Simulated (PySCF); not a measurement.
SMILES C#C[SiH2]C=O, CAM-B3LYP/def2-SVP optimised geometry.

```
9

C      1.28    -0.08     0.00
C      0.07    -0.08     0.00
Si    -1.76    -0.04     0.04
C     -2.36     1.34     1.25
O     -3.54     1.52     1.40
H      2.36    -0.08     0.00
H     -2.30    -1.34     0.51
H     -2.30     0.28    -1.31
H     -1.61     1.96     1.82
```

Density from CAM-B3LYP/def2-TZVP run with PySCF at that geometry.

Minimum of the electron density along straight lines between bonded atoms, close to the bond critical point (lines longer than 1.1 times the sum of covalent radii, or with two minima, are not listed):

```tsv
bond	length / Å	ρ at the minimum / e bohr⁻³	∇²ρ there / e bohr⁻⁵	position (fraction from the first atom)
C1–C2	1.212	0.419	-1.26	0.52
C2–Si3	1.833	0.119	0.30	0.61
Si3–C4	1.929	0.117	0.11	0.39
C4–O5	1.205	0.424	-0.02	0.34
C1–H6	1.076	0.285	-1.07	0.67
Si3–H7	1.484	0.124	0.13	0.49
Si3–H8	1.484	0.124	0.13	0.49
C4–H9	1.125	0.269	-0.93	0.65
```
